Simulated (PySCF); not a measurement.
C₄H₉O, SMILES C(C)([O])(C)C, multiplicity 2.

Geometry: B3LYP-D3(BJ)/def2-SVP. The isomer is the one that the SMILES or the coordinates give; other isomers of the formula were not compared.

Two levels are set side by side: PBE/def2-TZVP (PySCF) and B3LYP/def2-TZVP (PySCF). Same geometry, gas phase. Differences are taken from unrounded values.

```csv
quantity,B3LYP,PBE,PBE minus B3LYP
α-spin orbital gap (eV),8.33,6.28,-2.04
β-spin orbital gap (eV),3.36,0.69,-2.67
dipole moment (D),2.11,2.18,0.07
mean polarisability (bohr³),56.2,58.6,2.4
```

PBE's more diffuse valence density responds more strongly to a field. Differences between two approximate levels are no errors against the true value.

Rough cost on one machine, each run with all the roots and properties that it gave: B3LYP against PBE within a factor of 2.
